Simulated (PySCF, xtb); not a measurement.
4-fluoro-1,3-thiazole (C3H2FNS), SMILES c1c(ncs1)F.

Geometry optimised at r2SCAN-D4/def2-SVP.

Level of theory: C-PCM-B3LYP/def2-SVP (PySCF 2.14.0).

The values are the electrostatic part of the solvation free energy, E(continuum) − E(gas) at the gas-phase geometry, in a cavity of scaled van der Waals radii (PySCF's table); cavitation and dispersion terms are not included. In vacuum the orbital gap is 5.74 eV. The dipole moment in vacuum is 2.48 D.

Computed values in water (ε = 78.36), 2-propanol (ε = 19.26), diethylether (ε = 4.24):
```
solvent           ε  ΔG(elec) (kcal/mol)  dipole (D)  gap (eV)
------------  -----  -------------------  ----------  --------
water         78.36                 -4.3        3.28      5.76
2-propanol    19.26                 -4.1        3.24      5.76
diethylether   4.24                 -3.2        3.06      5.75
```

For comparison, GFN2-xTB/ALPB(water) (xtb, at the GFN2-xTB geometry, all terms of that model) gives -2.2 kcal/mol.
